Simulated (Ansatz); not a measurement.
Cost and result for the atomization energy of C$_{3}$H$_{8}$AlN (`C[CH2][AlH][CH]=N`) (13 atoms, 12 bonds).

| atom | x (Å) | y (Å) | z (Å) |
| --- | --- | --- | --- |
| C1 | -0.6742 | -0.2681 | 1.6245 |
| C2 | -0.0423 | -1.0908 | 0.4927 |
| Al3 | -0.3931 | -0.3304 | -1.2805 |
| C4 | 0.6798 | 1.2767 | -1.7416 |
| N5 | 1.5974 | 1.7324 | -0.9783 |
| H6 | -0.4599 | -0.6959 | 2.6082 |
| H7 | -1.7632 | -0.2172 | 1.5322 |
| H8 | -0.3071 | 0.7624 | 1.6367 |
| H9 | -0.4184 | -2.1189 | 0.5282 |
| H10 | 1.0398 | -1.1670 | 0.6568 |
| H11 | -1.4912 | -0.9009 | -2.2805 |
| H12 | 0.5430 | 1.8549 | -2.6667 |
| H13 | 1.6894 | 1.1627 | -0.1317 |

Charge 0, multiplicity 1. The structure was optimised at the PBE0-D4/def2-TZVP level. It is one conformer, not always the lowest. Program: Ansatz. All runs use 4 threads of an AMD EPYC 9R45 on a shared host. Times are those of one run each, without the atoms' runs, and a repeat can differ threefold. Electronic energies, without spin–orbit coupling; frozen cores. CCSD(T)/CBS adds CCSD(T) − MP2 in def2-TZVPP to the MP2 limit, and its time is that of the two runs behind it. T1 = 0.011; the RHF reference is unstable towards UHF. B3LYP takes the VWN-RPA correlation (the form of Gaussian; ORCA's B3LYP/G). HSE06 is the plane-wave form, built on full-range PBE exchange.

CCSD(T)/CBS is a level of theory with its own doubt, some kJ/mol a heavy atom from the limit and from the frozen cores, so smaller differences don't rank the functionals.

| level | functions | wall time |
| --- | --- | --- |
| BLYP-D4/def2-TZVPP | 278 | 0.9 s |
| PBE-D4/def2-TZVPP (with forces) | 278 | 1.1 s |
| PBE0-D4/def2-TZVPP | 278 | 1.1 s |
| BHLYP-D4/def2-TZVPP | 278 | 1.2 s |
| HSE06-D4/def2-TZVPP | 278 | 1.3 s |
| CCSD(T)/def2-SVP | 114 | 1.8 s |
| B3LYP-D4/def2-TZVPP (with forces) | 278 | 1.9 s |
| B2PLYP/def2-TZVPP | 278 | 2.2 s |
| ωB97X-V/def2-TZVPP | 278 | 2.8 s |
| B97M-V/def2-TZVPP | 278 | 3 s |
| MP2/def2-QZVPP | 538 | 11 s |
| CCSD(T)/def2-TZVPP | 278 | 47 s |
| CCSD(T)/CBS(def2) | – | 57 s |

Q: What atomization energy does each give, and how far from CCSD(T)/CBS? (An estimate is asked.)

A: The calculation gave: 
```csv
level,atomization (kcal/mol),difference from CCSD(T)/CBS,per bond
BLYP-D4/def2-TZVPP,1133.1,1.6,0.1
PBE-D4/def2-TZVPP (with forces),1153.9,22.4,1.9
PBE0-D4/def2-TZVPP,1134.8,3.3,0.3
BHLYP-D4/def2-TZVPP,1103.5,-28.0,-2.3
HSE06-D4/def2-TZVPP,1135.6,4.1,0.3
CCSD(T)/def2-SVP,1076.4,-55.1,-4.6
B3LYP-D4/def2-TZVPP (with forces),1135.0,3.5,0.3
B2PLYP/def2-TZVPP,1121.4,-10.1,-0.8
ωB97X-V/def2-TZVPP,1135.2,3.7,0.3
B97M-V/def2-TZVPP,1136.9,5.4,0.4
MP2/def2-QZVPP,1130.9,-0.6,-0.1
CCSD(T)/def2-TZVPP,1103.2,-28.3,-2.4
CCSD(T)/CBS(def2),1131.5,0.0,0.0
```

From BLYP to BHLYP (50 % exact exchange), in def2-TZVPP and without D4, the atomization energy moves by −24.3 kcal/mol: exact exchange takes away binding that semilocal exchange gives to molecules. In def2-TZVPP, CCSD(T) changes the Hartree–Fock value by +280.9 kcal/mol (the triples alone add +16.3 kcal/mol) and MP2 by +291.8 kcal/mol; breaking electron pairs costs correlation energy, which Hartree–Fock lacks. Leaving LDA and LC-ωPBE aside and taking each functional with its dispersion term where it has one, the values spread over 50.4 kcal/mol, from BHLYP-D4 to PBE-D4. LDA lies +135.3 kcal/mol from PBE without D4, its usual overbinding.
